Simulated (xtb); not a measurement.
C2H8N, SMILES [NH2+](C)C, charge +1. All values are semi-empirical tight-binding results from xtb (GFN2-xTB unless named), good for trends rather than for accurate numbers. The structure is a stationary point at GFN2-xTB. The isomer is the one that the SMILES or the coordinates give; other isomers of the formula were not compared.

Optimised geometry:

Bonds (Å): C1–N2 1.478, C1–H4 1.088, C1–H5 1.088, C1–H6 1.088, N2–C3 1.478, N2–H7 1.028, N2–H8 1.028, C3–H9 1.088, C3–H10 1.088, C3–H11 1.088. Angles (°): N2–C1–H4 110.5, N2–C1–H5 109.9, N2–C1–H6 109.9, H4–C1–H5 108.9, H4–C1–H6 108.9, H5–C1–H6 108.7, C1–N2–C3 112.8, C1–N2–H7 109.1, C1–N2–H8 109.1, C3–N2–H7 109.1, C3–N2–H8 109.1, H7–N2–H8 107.4, N2–C3–H9 110.5, N2–C3–H10 109.9, N2–C3–H11 109.9, H9–C3–H10 108.9, H9–C3–H11 108.9, H10–C3–H11 108.7.
Charge +1, spin multiplicity 1.

Computed properties:
```
Item                                               Value
----------------------------------------  --------------
point group as xtb finds it                          C2v
orbital gap                                     11.18 eV
zero-point energy                          65.0 kcal/mol
G − E(el) at 298.15 K (modified RRHO)      49.3 kcal/mol
static polarisability (D4 model)              35.4 bohr³
solvation energy, GFN2-xTB/ALPB(water)    -65.8 kcal/mol
solvation energy, GFN2-xTB/ALPB(toluene)  -50.5 kcal/mol
```

Computed IR lines (harmonic; lines under 4 % of the strongest left out, lines within 3 cm⁻¹ merged):
ν (cm⁻¹): 811 (s), 924 (w), 1001 (m), 1304 (vs), 1411 (m), 1416 (m), 1447 (m), 1453 (s), 1457 (s), 1462 (m), 3212 (vs) (against the strongest line: vs over 80 %, s over 45 %, m over 15 %, w over 4 %, vw less)

### Question
Give the atomic charges and the Wiberg bond orders between heavy atoms. (Estimate from the structure and the level; the computed values follow.)

### Answer
charges (e) C1 -0.10, N2 -0.01, C3 -0.10, H4 0.11, H5 0.12, H6 0.12, H7 0.25, H8 0.25, H9 0.11, H10 0.12, H11 0.12. Bond orders C1–N2 0.96, N2–C3 0.96.
